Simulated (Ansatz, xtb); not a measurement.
**C4H5BO2: which of two isomers lies lower**

We compare a, `OB1C=CC(O)=C1`, a singlet, with b, `OB1C=CC=C1O`, a singlet. Both are isolated molecules in the gas phase, relaxed with PBE0-D3(BJ)/def2-SVP; the shapes shown needn't be the lowest conformers.

a (Å):

```csv
atom,x (Å),y (Å),z (Å)
C,-1.6294,-0.3046,0.2363
C,-0.6477,-0.9725,0.8561
C,0.7056,-0.4767,0.4218
C,0.6474,0.5234,-0.4890
B,-0.8747,0.7459,-0.7104
O,-1.5268,1.6170,-1.5114
O,1.8162,-1.0186,0.9286
H,-0.9254,2.1768,-2.0135
H,-2.6929,-0.4925,0.3940
H,-0.7542,-1.7810,1.5904
H,1.5820,-1.7112,1.5563
H,1.5386,0.9933,-0.9054
```

b (Å):

```yaml
atoms:
  - { symbol: C, position_ang: [-1.5993, -0.4655, -0.3826] }
  - { symbol: C, position_ang: [-0.7315, -1.4764, -0.1438] }
  - { symbol: C, position_ang: [0.6321, -1.0490, 0.2700] }
  - { symbol: C, position_ang: [0.6937, 0.3000, 0.3141] }
  - { symbol: B, position_ang: [-0.7669, 0.8317, -0.1102] }
  - { symbol: O, position_ang: [-1.0867, 2.1353, -0.1803] }
  - { symbol: O, position_ang: [1.7196, 1.0955, 0.6344] }
  - { symbol: H, position_ang: [-1.9998, 2.2823, -0.4490] }
  - { symbol: H, position_ang: [-2.6331, -0.6246, -0.6931] }
  - { symbol: H, position_ang: [-0.9733, -2.5414, -0.2360] }
  - { symbol: H, position_ang: [1.4361, -1.7555, 0.4956] }
  - { symbol: H, position_ang: [2.4901, 0.5557, 0.8533] }
```

Energies in hartree; the thermal terms are from GFN2-xTB frequencies at re-optimised GFN2-xTB minima (ideal gas, soft modes damped towards free rotors, one conformer each, 298.15 K, 1 atm) and include the zero-point energy:

```
                              a           b
E, CCSD(T)/def2-SVP  −329.600393  −329.591707
    E, MP2/def2-SVP  −329.521799  −329.512667
  E, MP2/def2-TZVPP  −330.132987  −330.122147
  zero-point energy     0.085446     0.085478
       H(298 K) − E     0.092901     0.092943
       G(298 K) − E     0.055299     0.055285
```

Problem. Correct the CCSD(T) difference for the basis set by the MP2 change, then work out ΔE, ΔE₀, ΔH and ΔG for a → b in kcal/mol (1 Eh = 627.51 kcal/mol) and the equilibrium ratio [b]/[a].

Solution. 1. Differences b − a: CCSD(T) +0.008686, MP2 in the small set +0.009132, MP2 in the large set +0.010840 Eh.
2. ΔE = +0.008686 + (+0.010840 − (+0.009132)) = +0.010394 Eh = +6.52 kcal/mol.
3. ΔE₀ = ΔE + ΔZPE = +0.010394 + (+0.000032) Eh = +6.54 kcal/mol.
4. ΔH = ΔE + (+0.000042) Eh = +6.55 kcal/mol.
5. ΔG = ΔE + (−0.000014) Eh = +6.51 kcal/mol, so ΔS = (ΔH − ΔG)/T = +0.5 J/(mol K).
6. kT = 0.9442 mEh, so K = [b]/[a] = exp(−ΔG/kT) = exp(−10.99) ≈ 1.7 × 10^−5.

Structure a is favoured at this temperature. An error of 1 kcal/mol in ΔG would change K by a factor of 5.4. Mirror images and further conformers aren't counted.

As drawn, both hold the same kinds of bond in the same numbers.

Other levels gave ΔE = +2.3 (GFN2-xTB); +3.3 (HF/STO-3G, GFN2-xTB geometries); +5.9 (r2SCAN-D4/def2-SVP, GFN2-xTB geometries); +5.5 (PBE0-D3(BJ)/def2-SVP); +5.7 (HF/def2-SVP); +5.7 (MP2/def2-SVP); +5.5 (CCSD(T)/def2-SVP) kcal/mol. The correlated steps freeze 7 core orbitals. Programs: Ansatz 0.2.0, xtb 6.7.1.
